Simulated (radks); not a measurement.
Dynamic dipole polarisability and lines of the neodymium ion Nd12+, [Kr] 4d10 5s2. Method: scalar-relativistic Kohn-Sham, LB94 model potential, spin-unpolarised, spherical densities, finite nucleus; Fermi nuclear charge, rms radius of each element as measured or else 0.836 A^(1/3) + 0.57 fm; computed with a radial shooting solver on a logarithmic mesh with Libxc functionals. Time-dependent linear response with the Hartree and adiabatic LDA kernel, continuum included through the Sternheimer equations, no spin-orbit coupling, so fine structure and intercombination lines are absent. Lines are the poles of the dipole polarisability below minus the highest occupied eigenvalue, found on a grid refined at the orbital gaps; the lowest seven at most are given, and weak or close lines can be missed. The first line takes the name of the lowest orbital gap if no other gap lies below it; otherwise a line is named after a gap within 0.6 % of it, if that gap stands alone.

photon energy (eV)  alpha (bohr^3)
0                            1.507
11.342                       1.683
34.025                      -5.734
56.708                    -0.07852
79.391                      0.2901
102.07                      0.6185
124.76                      0.8771
147.44                       4.820
170.12                      -1.168
192.81                     -0.4691
215.49                     -0.2457

Lines (eV, oscillator strength): 31.225 (39.71 nm, 5s-5p), f = 1.51; 110.96 (11.17 nm, 5s-6p), f = 0.333; 142.09 (8.726 nm, unassigned), f = 1.13; 150.05 (8.263 nm, unassigned), f = 4.10; 154.26 (8.037 nm, unassigned), f = 4.13. Higher lines, where found, are left out when the end of the mesh affects them. Those listed give 98 % of the static polarisability (sum of f/w^2). Orbital energy gaps for comparison: 5s-5p 27.007 eV; 5s-6p 111.45 eV; 4d-4f 122.29 eV; 4d-5p 140.18 eV; 5s-7p 151.93 eV.
